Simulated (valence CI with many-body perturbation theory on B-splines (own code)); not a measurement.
The numbers below are computed, except where a source is named.
**Level structure of Bi⁴²⁺**

Method: valence CI with perturbative core correlation (CI+MBPT): five valence electrons over a frozen Dirac-Fock core [Kr], radial functions for each j: 7 s, 7 p, 8 d, 6 f, 4 g, 1 h, with the one-electron correlation potential Σ1, the two-electron term Σ2, the three-electron term Σ3, Breit, model QED; selected CI, second order for the rest, scaled by the run's own slope (own B-spline code, finite nucleus).

The last digits are not significant, and no measured levels were compared; by estimate large intervals hold to a few tenths of a per cent, small ones and those within an open d or f shell to about a per cent. The list stops below the first excitations out of the core.

Levels 1 to 37 of 37, with energies above the lowest level, (4d3/2^4 4d5/2) J=5/2. "Leading %" is the weight of the configuration and term that name the level; weights of strongly mixed levels are sums over their largest components and can fall short. In the jj column 3d3/2^4 stands for four electrons in 3d with j = 3/2.

```
No.  Configuration  Term     J  E (cm⁻¹)  Leading %               Leading jj  Second component      g
  1            4d5    2D   5/2         0         25     4d3/2^4 4d5/2 (97 %)       25 % 4d5 4P  1.282
  2            4d5    6S   5/2    217720         35   4d3/2^3 4d5/2^2 (95 %)       22 % 4d5 2F  1.339
  3            4d5    4G   7/2    261010         32   4d3/2^3 4d5/2^2 (99 %)       24 % 4d5 2F  1.168
  4            4d5    4D   3/2    266560         39   4d3/2^3 4d5/2^2 (99 %)       28 % 4d5 4P  1.154
  5            4d5    2H  11/2    270220         44   4d3/2^3 4d5/2^2 (99 %)       32 % 4d5 4G  1.103
  6            4d5    2G   9/2    286730         32   4d3/2^3 4d5/2^2 (98 %)       26 % 4d5 4G  1.136
  7            4d5    2D   5/2    298920         34   4d3/2^3 4d5/2^2 (96 %)       26 % 4d5 4D  1.130
  8            4d5    4P   1/2    310870         40   4d3/2^3 4d5/2^2 (93 %)       32 % 4d5 2S  1.773
  9            4d5    2F   7/2    314720         40   4d3/2^3 4d5/2^2 (98 %)       34 % 4d5 2G  1.071
 10            4d5    2D   3/2    376020         62   4d3/2^3 4d5/2^2 (93 %)       20 % 4d5 4F  0.798
 11            4d5    6S   5/2    475260         35   4d3/2^2 4d5/2^3 (94 %)       26 % 4d5 2D  1.318
 12            4d5    4D   7/2    507180         52   4d3/2^2 4d5/2^3 (99 %)       42 % 4d5 4G  1.214
 13            4d5    4G  11/2    512970         50   4d3/2^2 4d5/2^3 (99 %)       49 % 4d5 2I  1.093
 14            4d5    4G   9/2    518360         63   4d3/2^2 4d5/2^3 (98 %)       35 % 4d5 2G  1.146
 15            4d5    4D   1/2    531040         78   4d3/2^2 4d5/2^3 (98 %)       17 % 4d5 2S  0.457
 16            4d5    2I  13/2    534940        100  4d3/2^2 4d5/2^3 (100 %)                    1.071
 17            4d5    4P   3/2    539090         53   4d3/2^2 4d5/2^3 (98 %)       35 % 4d5 4F  1.170
 18            4d5    2F   5/2    542360         42   4d3/2^2 4d5/2^3 (98 %)       32 % 4d5 4D  1.020
 19            4d5    2H   9/2    565040         52   4d3/2^2 4d5/2^3 (99 %)       48 % 4d5 4F  1.107
 20            4d5    2G   7/2    572080         61   4d3/2^2 4d5/2^3 (99 %)       35 % 4d5 2F  0.986
 21            4d5    4F   5/2    577060         64   4d3/2^2 4d5/2^3 (98 %)       26 % 4d5 2D  1.053
 22            4d5    2D   3/2    578940         84   4d3/2^2 4d5/2^3 (92 %)       14 % 4d5 4D  0.861
 23            4d5    4P   1/2    600230         46   4d3/2^2 4d5/2^3 (89 %)       40 % 4d5 2P  1.760
 24            4d5    2G   7/2    603470         47   4d3/2^2 4d5/2^3 (97 %)       33 % 4d5 2F  1.035
 25            4d5    2G   9/2    633740         79   4d3/2^2 4d5/2^3 (98 %)       11 % 4d5 2H  1.105
 26            4d5    2P   3/2    683600         74   4d3/2^2 4d5/2^3 (98 %)       23 % 4d5 2D  1.185
 27            4d5    2D   5/2    698770         79   4d3/2^2 4d5/2^3 (94 %)        9 % 4d5 4D  1.186
 28            4d5    4P   5/2    770940         34     4d3/2 4d5/2^4 (96 %)       27 % 4d5 2F  1.239
 29            4d5    2F   7/2    804340         29     4d3/2 4d5/2^4 (99 %)       27 % 4d5 4F  1.187
 30            4d5    4D   3/2    813930         31     4d3/2 4d5/2^4 (98 %)       29 % 4d5 2D  0.999
 31            4d5    2H  11/2    814300         55     4d3/2 4d5/2^4 (99 %)       27 % 4d5 2I  1.074
 32            4d5    2G   9/2    836380         52     4d3/2 4d5/2^4 (97 %)       19 % 4d5 4F  1.117
 33            4d5    2D   5/2    851940         59     4d3/2 4d5/2^4 (95 %)       23 % 4d5 2F  1.111
 34            4d5    2G   7/2    863550         51     4d3/2 4d5/2^4 (98 %)       36 % 4d5 2F  1.016
 35            4d5    2P   1/2    886870         47     4d3/2 4d5/2^4 (93 %)       37 % 4d5 2S  1.324
 36            4d5    2D   3/2    946380         74     4d3/2 4d5/2^4 (96 %)       16 % 4d5 2P  0.861
 37            4d5    2D   5/2   1096800         38           4d5/2^5 (97 %)       24 % 4d5 2F  1.157
```

The ionisation energy to 4d4 3P_0 of the next ion comes out as 2091.7 eV (NIST: 2090 ± 4 eV (theoretical)). All 37 levels together are meant to be complete up to 1241900 cm⁻¹.
